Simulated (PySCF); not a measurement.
# Working with the constants of RbSb⁺

UHF-SCS-MP2 constants of RbSb⁺, ⁴Σ⁻ (quartet), unpaired electrons σ ↑, π ↑↑ (basis Rb def2-SVP with ECP28, Sb def2-SVP with ECP28; scalar-relativistic core potentials; PySCF 2.14; masses 84.9118 and 120.9038 u):

- ωe: 36.1 cm⁻¹
- ωexe: 0.48 cm⁻¹
- Be: 0.019586 cm⁻¹
- αe: 0.000254 cm⁻¹
- De to Rb⁺ + Sb: 0.114 eV

Task: What force constant and bond length do these constants imply?

Result: Reduced mass μred = 49.880 u; k = 5.8918×10⁻⁷·μred·ωe² (u, cm⁻¹, mdyn/Å) = 0.0383 mdyn/Å; Re = √(16.8576/(μred·Be)) (u, cm⁻¹, Å) = 4.154 Å.

Task: Estimate the centrifugal constant D from the Kratzer relation and find the Dunham coefficient a1.

Result: D = 4Be³/ωe² = 2.31e-08 cm⁻¹; a1 = −1 − αeωe/(6Be²) = -4.98.

Correlated steps freeze 4 core orbitals. The bond is weak. Basis-set superposition, not corrected here, can be much of De in a small basis, most of all at correlated wavefunction levels. These are scalar-relativistic numbers at best; spin–orbit coupling would shift them, the dissociation energy most. For an ion De counts to the pair picked by the measured ionisation energies or electron affinities, which need not be the lowest pair at this level. The state was picked by a PBE0 search and need not be the measured ground state.
